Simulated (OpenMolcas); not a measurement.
4s2 4p3 along the 33-electron sequence

```
Program             : OpenMolcas 26.06
Method              : SS-RASPT2, IPEA 0.25 Eh, imaginary shift 0.1 Eh
Basis               : ANO-RCC-VQZP
Scalar Hamiltonian  : DKH2, point nucleus
Spin-orbit coupling : RASSI with atomic mean-field integrals over the reference wave functions, term energies averaged over their components
```

Active space for each ion: 5 electrons in 9 orbitals (RAS2 4s 4p; RAS3 4d, at most 2 electrons); closed shells correlated by CASPT2: 3d.

Computed levels in cm-1 above 4S* 3/2:

```
                                Level     As    Se+   Kr3+
                              2D* 3/2  10920  13660  17860
                              2D* 5/2  11150  14120  19200
                              2P* 1/2  18800  23770  32020
                              2P* 3/2  19070  24350  33810
weight of 4S* in the lowest level (%)    100     99     98
```

Measured, with the error of the calculation in %. Measured levels: As, Se+ from NIST Handbook of Basic Atomic Spectroscopic Data; Kr3+ from Saloman, J. Phys. Chem. Ref. Data 36, 215 (2007).

| Level | As | Se+ | Kr3+ |
| --- | --- | --- | --- |
| 2D* 3/2 | 10593 (+3.1) | 13168 (+3.8) | 17038 (+4.8) |
| 2D* 5/2 | 10915 (+2.1) | 13784 (+2.4) | 18700 (+2.7) |
| 2P* 1/2 | 18186 (+3.4) | 23038 (+3.2) | 31056 (+3.1) |
| 2P* 3/2 | 18648 (+2.3) | 23895 (+1.9) | 33406 (+1.2) |

2D* 3/2 changes by a factor of 1.64 over the same range, with steps per unit of Z of +2740, +2100 cm-1.

Some high roots are left out of the spin-orbit mixing, which shifts the levels that they would mix with (holds for As). Active for correlation alone: 4d; no level in the range computed is led by a configuration that fills it, so any true level of that kind is missing (holds for As). The run also gave levels led by 4s2 4p2 4d, which use shells meant for correlation; these and all levels above them are left out (holds for Se+; Kr3+). Measured partners are found by configuration, term and J. A level has none where our copy of the source lacks it or the pairing is in doubt (some pairs that miss far off the trend of their configuration count as doubtful), and it then counts in no deviation. Levels of configurations outside the active space are missing.

* marks odd parity.
